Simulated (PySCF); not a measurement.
**From computed data to an observable: chemical shift, span and skew from a shielding tensor**

GeF₃Br, SMILES [F][Ge]([F])([F])[Br]. Atoms are numbered in the order given.

```xyz
5

F     -1.3789    -0.7961     1.2955
Ge     0.0000     0.0000     0.6584
F      1.3789    -0.7961     1.2955
F      0.0000     1.5923     1.2955
Br     0.0000     0.0000    -1.6013
```

Geometry optimised at B3LYP-D3(BJ)/def2-SVP.

GIAO shieldings from HF/pcSseg-1 (PySCF), non-relativistic, no solvent. The symmetric part of the tensor of F1 has the principal values 321.8, 328.1, 435.2 ppm. The same nucleus in CFCl3 has σ = 238.5 ppm at this level (PySCF, at its B3LYP-D3(BJ)/def2-TZVP geometry). Without spin–orbit terms, shifts of atoms bonded to Cl or Br come out too high.

Problem. Work out the isotropic shielding, the ¹⁹F shift against CFCl3, the span and the skew.

Solution. 
σ(iso) = (σ11 + σ22 + σ33)/3 = 361.7 ppm. δ = σ(ref) − σ(iso) = 238.5 − (361.7) = -123.2 ppm.
Span Ω = σ33 − σ11 = 113.4 ppm. Skew κ = 3(σ(iso) − σ22)/Ω = 0.89. Tumbling in solution averages the tensor to δ; in a static solid the shielding alone would spread this spin-1/2 line over Ω.
